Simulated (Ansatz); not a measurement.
Cartesian coordinates in Å:
```
C 0.164 1.304 -0.416
Si 0.776 -0.287 0.332
Cl 1.317 0.072 2.299
Sb -0.948 -2.197 0.359
H 0.939 2.072 -0.363
H -0.100 1.143 -1.465
H -0.721 1.661 0.112
H 2.005 -0.754 -0.364
H -1.264 -1.928 -1.302
H -2.167 -1.086 0.808
```

Total charge 0; spin multiplicity 1. Sb takes the def2 core potential.

List the r2SCAN/def2-TZVPP orbital energies in eV (the Gaussian-basis code of Ansatz). (An estimate is asked.)

Computed: Occupied: -2753.20, -1792.03, -273.02, -254.60, -193.13, -192.99, -192.99, -153.66, -142.37, -105.41, -105.38, -105.28, -97.29, -97.21, -97.17, -33.64, -33.61, -33.54, -33.51, -33.46, -21.36, -18.54, -15.08, -12.76, -10.87, -10.69, -9.60, -9.22, -8.84, -8.62, -7.78, -7.41, -6.45. Lowest empty: -0.97, -0.92, -0.12, 0.32, 0.71, 1.41, 2.26, 2.44.
